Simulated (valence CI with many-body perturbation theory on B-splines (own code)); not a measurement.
## E1 line list for Nb8+

Method: relativistic CI+MBPT: five valence electrons over a frozen Dirac-Fock core [Ar] 3d10, a basis of 11 s, 11 p, 10 d, 8 f, 5 g, 2 h functions for each j, with the one-electron correlation potential Σ1 (screened to all orders), the two-electron term Σ2, the three-electron term Σ3, Breit, model QED; selected single and double excitations, second order for the rest (own B-spline code, finite nucleus).

No measured levels were compared; by estimate levels hold to about 250 cm⁻¹ or 0.2 % of their energy and the worst to 1 %, as in measured heavy ions of charge 2 to 7; those with d or f electrons hold less well. Among the levels kept, up to 2900 cm⁻¹ of a level comes from second order outside the variational space, and about a tenth of that is noise between levels of different J, which matters for small intervals.

Lines 351 to 400 of 584 in falling wavelength, among levels below 88.388 eV, chosen from the strongest by gf and those to the six lowest levels. Wavelengths and rates use the calculated energies, so an error of 600 cm⁻¹ moves a line at 285.1 Å by 0.17 % and its rate by three times that or more. Electric multipoles are in the length gauge, E1 and E2 with the static RPA response of the core. Weak lines are less certain than strong ones. Lines between different terms over intervals too small for the method are left out, as are lines whose strength nearly cancels. Where a level lies close to another of its J and parity, the split of strength between their lines is uncertain. The highest levels of a list are the least certain.

Names give the largest LS component (configuration and term), which can be under half, so a name can repeat, a term be missing and a line seem to break the LS rules; names also repeat where a configuration has a term twice. Letters in brackets count levels of one name in rising energy.

```tsv
λ vac (Å)	Upper	Lower	A (s⁻¹)	log gf	Branch %
285.1	4s2.4p.4d2 4D°_5/2	4s2.4p2.4d 4D_7/2	1.97e+09	-0.84	2.8
284.8	4s2.4p2.4f 4F°_5/2	4s2.4p2.4d 4D_3/2	2.39e+10	0.24	27.5
284.6	4s2.4p2.4f 2G°_7/2 [b]	4s2.4p2.4d 2F_5/2 [a]	1.87e+10	0.26	28.9
284.0	4s.4p3.4d 4D°_3/2 [c]	4s.4p4 2D_5/2	5.19e+09	-0.60	5.8
284.0	4s2.4p2.4f 4F°_3/2 [b]	4s2.4p2.4d 4D_3/2	1.28e+10	-0.21	20.3
283.8	4s.4p3.4d 2P°_1/2 [a]	4s.4p4 2S_1/2	2.11e+10	-0.29	57.3
283.5	4s.4p3.4d 4D°_1/2 [c]	4s.4p4 2D_3/2	2.04e+10	-0.31	26.2
283.4	4s2.4p2.4d 2P_1/2 [b]	4s2.4p3 2P°_3/2	1.23e+09	-1.53	1.7
283.2	4s2.4p2.4f 2F°_5/2 [a]	4s2.4p2.4d 2F_7/2 [a]	2.71e+09	-0.71	6.5
283.0	4s2.4p2.4d 4P_3/2	4s2.4p3 2D°_5/2	3.56e+09	-0.77	3.9
282.9	4s2.4p2.5p 2F°_7/2 [a]	4s2.4p2.4d 4F_5/2	9.74e+09	-0.03	31.3
282.9	4s2.4p2.4f 2F°_5/2 [b]	4s2.4p2.4d 4D_5/2	1.27e+10	-0.04	26.2
282.8	4s2.4p2.4f 4D°_5/2	4s2.4p2.4d 4F_3/2	1.40e+10	0.00	23.6
282.7	4s2.4p2.4f 4F°_7/2	4s2.4p2.4d 4D_5/2	2.65e+10	0.40	40.4
281.5	4s.4p3.4d 2P°_3/2 [a]	4s.4p4 2D_5/2	4.73e+10	0.35	58.6
281.0	4s.4p3.4d 2P°_3/2 [d]	4s2.4p2.4d 4F_3/2	6.52e+09	-0.51	11.7
280.7	4s2.4p2.4f 4F°_5/2	4s2.4p2.4d 2F_5/2 [a]	1.97e+10	0.15	22.7
280.6	4s.4p3.4d 4D°_5/2 [b]	4s.4p4 4P_3/2	6.78e+09	-0.32	52.2
280.5	4s2.4p.4d2 4G°_7/2	4s2.4p2.4d 2F_5/2 [a]	3.66e+10	0.54	43.0
280.1	4s2.4p2.5p 2F°_7/2 [b]	4s2.4p2.4d 4F_5/2	1.24e+10	0.07	31.7
280.1	4s2.4p.4d2 4G°_9/2	4s2.4p2.4d 2F_7/2 [a]	2.75e+10	0.51	31.4
280.0	4s2.4p2.4d 4P_5/2	4s2.4p3 2D°_3/2	3.09e+09	-0.66	3.0
279.9	4s2.4p2.4f 4F°_3/2 [b]	4s2.4p2.4d 2F_5/2 [a]	3.17e+09	-0.83	5.1
279.9	4s2.4p2.4f 4F°_5/2	4s2.4p2.4d 4F_7/2	2.71e+09	-0.72	3.1
279.7	4s2.4p.4d2 4G°_7/2	4s2.4p2.4d 4F_7/2	6.05e+09	-0.25	7.1
279.6	4s2.4p2.4d 2F_5/2 [b]	4s2.4p3 2P°_3/2	1.47e+09	-0.99	1.1
279.5	4s2.4p2.4f 2F°_7/2	4s2.4p2.4d 4D_5/2	6.77e+09	-0.20	18.6
279.4	4s2.4p2.4f 2D°_3/2	4s.4p4 2P_1/2	1.19e+10	-0.25	14.6
279.4	4s2.4p2.5p 2D°_5/2 [c]	4s2.4p2.4d 4F_3/2	1.31e+10	-0.04	37.5
279.1	4s2.4p2.4d 2P_1/2 [a]	4s2.4p3 2D°_3/2	2.18e+10	-0.29	34.3
279.1	4s2.4p2.4f 2F°_5/2 [a]	4s2.4p2.4d 2F_5/2 [a]	1.49e+10	0.02	35.7
279.0	4s2.4p2.4f 4F°_7/2	4s2.4p2.4d 4F_9/2	1.55e+09	-0.84	2.4
278.8	4s2.4p2.4d 2D_3/2 [b]	4s2.4p3 2P°_1/2	7.35e+09	-0.47	8.2
278.7	4s2.4p2.4f 4G°_5/2	4s.4p4 2P_3/2	2.59e+09	-0.74	7.4
278.5	4s2.4p.4d2 4G°_5/2	4s2.4p2.4d 4F_5/2	1.21e+10	-0.07	17.8
278.4	4s.4p3.4d 2P°_3/2 [a]	4s.4p4 2D_3/2	9.29e+09	-0.36	11.5
277.9	4s2.4p2.5p 2D°_5/2 [d]	4s2.4p2.4d 4F_3/2	7.10e+09	-0.31	22.9
277.8	4s2.4p2.4d 2D_3/2 [a]	4s2.4p3 2D°_5/2	4.04e+09	-0.73	13.1
277.8	4s2.4p2.4f 2F°_5/2 [b]	4s2.4p2.4d 2F_7/2 [a]	6.98e+09	-0.31	14.4
277.4	4s2.4p2.4f 2G°_7/2 [b]	4s2.4p2.4d 4F_5/2	4.26e+09	-0.41	6.6
276.7	4s.4p3.4d 4D°_1/2 [d]	4s.4p4 2D_3/2	3.27e+10	-0.12	34.7
276.7	4s.4p3.4d 2P°_3/2 [e]	4s2.4p2.4d 4F_3/2	8.39e+09	-0.41	10.8
276.6	4s.4p3.4d 2G°_7/2 [a]	4s.4p4 4P_5/2	9.05e+07	-2.08	5.4
276.1	4s.4p3.4d 2P°_1/2 [b]	4s.4p4 2P_1/2	1.20e+10	-0.56	13.8
276.1	4s2.4p.4d2 4D°_1/2	4s2.4p2.4d 4D_3/2	8.76e+09	-0.70	10.9
275.9	4s.4p3.4d 4F°_5/2 [b]	4s.4p4 4P_3/2	8.22e+09	-0.25	61.4
275.5	4s2.4p.4d2 4D°_5/2	4s2.4p2.4d 4D_5/2	2.19e+10	0.18	31.0
275.4	4s.4p3.4d 2P°_3/2 [b]	4s.4p4 2S_1/2	7.82e+09	-0.45	24.0
275.3	4s2.4p.4d2 4G°_9/2	4s2.4p2.4d 4F_7/2	4.97e+10	0.75	56.8
275.1	4s2.4p.4d2 4D°_1/2	4s2.4p2.4d 4D_1/2	4.65e+10	0.02	57.7
```

Problem. How does gf follow from A for the line at 282.8 Å?

Solution. gf = 1.4992 × (2J+1)_upper × A / σ², with σ = 353589 cm⁻¹ and 2J+1 = 6: gf = 1.00.
